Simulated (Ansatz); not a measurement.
Isolated molecules relaxed with PBE0-D4/def2-TZVP in Ansatz; ΔE leaves out vibrations. CBS: MP2 limit from def2 TZ/QZ plus the TZ coupled-cluster correction, frozen cores. This one scheme is used for every species. DFT in def2-TZVPP. B3LYP here is the variant with VWN-RPA as its local correlation; programs differ in this. Each species was taken in one conformer, which may not be the lowest.

Consider the hydrogenolysis of a P–N bond: `[AlH2][NH]P[SiH3]` + H₂ → `[SiH3]P` + `[NH2][AlH2]`.

`[AlH2][NH]P[SiH3]`:

Cartesian coordinates in Å:
```
Al -1.278 -0.612 -2.149
N -0.365 -0.710 -0.617
P -0.810 0.089 0.835
Si 1.159 0.993 1.467
H -2.607 0.238 -2.172
H -0.665 -1.398 -3.378
H 0.492 -1.247 -0.586
H -0.729 -0.971 1.789
H 2.283 0.027 1.300
H 1.440 2.181 0.619
H 1.081 1.411 2.893
```

H₂:

Z-matrix (Å, degrees):
```
H
H 1 0.746
```

`[SiH3]P`:

Cartesian coordinates in Å:
```
Si -0.815 -0.077 -0.034
P 1.239 0.676 0.514
H -1.567 1.048 -0.648
H -1.501 -0.491 1.217
H -0.803 -1.224 -0.980
H 1.694 0.694 -0.832
H 1.753 -0.626 0.762
```

`[NH2][AlH2]`:

Z-matrix (Å, degrees):
```
N
Al 1 1.766
H 1 1.007 2 124.9
H 1 1.007 2 124.9 3 180.0
H 2 1.583 1 117.9 3 -180.0
H 2 1.583 1 117.9 3 0.0
```

| level | ΔE (kJ/mol) | difference from CCSD(T)/CBS |
| --- | --- | --- |
| revPBE-D4 | -40.1 | 9.9 |
| BLYP-D4 | -42.2 | 7.8 |
| r2SCAN-D4 | -50.5 | -0.5 |
| PBE0-D4 | -50.9 | -0.9 |
| B3LYP-D4 | -46.9 | 3.1 |
| PBE-QIDH | -53.7 | -3.7 |
| r2SCANh | -54.1 | -4.1 |
| MP2/def2-SVP | -57.1 | -7.1 |
| SCS-MP2/def2-TZVPP | -50.2 | -0.2 |
| CCSD/def2-TZVPP | -57.6 | -7.6 |
| CCSD(T)/CBS | -50.0 | 0 |

**Question.** What do rigid-rotor, harmonic-oscillator terms from PBE0-D4/def2-TZVP frequencies (298.15 K, 1 bar) make of the CCSD(T)/CBS value? (An estimate is asked.)

**Answer.** Computed: ΔZPE = +16.4 kJ/mol, ΔH = -38.1 kJ/mol, ΔS = 36 J/(mol·K), ΔG = -48.9 kJ/mol.

Largest T1 diagnostic among the species: 0.013.

Leaving LDA and LC-ωPBE aside and taking each functional with its dispersion term where it has one, the values, not all of them listed here, spread over 16.7 kJ/mol, from B97M-V to revPBE-D4. LDA lies +5.4 kJ/mol from PBE without D4. The D4 term adds +13.6 kJ/mol with B3LYP and +7.5 kJ/mol with PBE0; it sums over pairs of atoms, weighted by their polarisabilities, and B3LYP, whose exchange is more repulsive, gets the larger term. In def2-TZVPP, CCSD(T) changes the Hartree–Fock value by +15.7 kJ/mol (the triples alone add +4.8 kJ/mol) and MP2 by +21.3 kJ/mol.

CCSD(T)/CBS has its own doubt, a few kJ/mol and more with outer-core shells, so smaller differences from it don't rank the levels.
